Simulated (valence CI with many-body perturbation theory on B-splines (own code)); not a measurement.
**Ge XIX in brief**

Computed by valence CI with perturbative core correlation (CI+MBPT): four valence electrons over a frozen Dirac-Fock core [Ne], radial functions for each j: 11 s, 11 p, 9 d, 7 f, 5 g, 2 h, 1 i, with the one-electron correlation potential Σ1, the two-electron term Σ2, the three-electron term Σ3, Breit, model QED; selected CI, second order for the rest (own B-spline code, finite nucleus).

No measured levels were compared; by estimate levels of excited configurations hold to 0.05 to 0.15 % of their energy, terms of the ground configuration to about 0.5 %.

Names give the largest LS component (configuration and term), which can be under half, so a name can repeat, a term be missing and a line seem to break the LS rules; names also repeat where a configuration has a term twice.

Rates and lifetimes use the calculated energies. Strong lines usually hold to 10 to 20 %, long lifetimes can be off by a factor of two.

Q: What is the ground level?

A: 3s2 3p2 3P_0, composition 88 % 3s2 3p2 3P + 9 % 3s2 3p2 1S.

Q: Where does the other parity begin?

A: At 3s 3p3 5S°_2, 43.32 eV.

Q: What is the ionisation energy?

A: 704.57 eV; NIST lists 706.7 ± 1 eV (semi-empirical).

Q: Among levels below 149.55 eV, which E1 lines absorb most strongly from the ground level?

A: to 3s2 3p 3d 3D°_1 at 13.96 nm, f = 0.709; to 3s 3p3 3S°_1 at 16.18 nm, f = 0.140; to 3s 3p3 3D°_1 at 22.50 nm, f = 0.0892.

Q: How well does LS coupling describe the low levels?

A: Among the lowest 20 levels the leading LS term, summed over configurations, holds 82 % on average. For single configurations the figures are 75 % in LS and 70 % in jj coupling. Terms mix most in the J = 2 level at 87.35 eV, where the leading one holds 52 %.

Q: Name the longest-lived excited levels whose lifetime is computed, and their main decay.

A: 3s2 3p2 3P_2 at 6.63 eV lives 14.0 ms, mostly by M1 to 3s2 3p2 3P_1; 3s2 3p2 3P_1 at 4.22 eV lives 1.55 ms, mostly by M1 to 3s2 3p2 3P_0; 3s2 3p2 1D_2 at 13.49 eV lives 334 μs, mostly by M1 to 3s2 3p2 3P_1. The lifetime of 3s2 3p 3d 3F°_4 is too uncertain to give, and may be longer.

Q: How is the term 3P of the ground level split?

A: J = 0 at 0.00, J = 1 at 4.22, J = 2 at 6.63 eV.
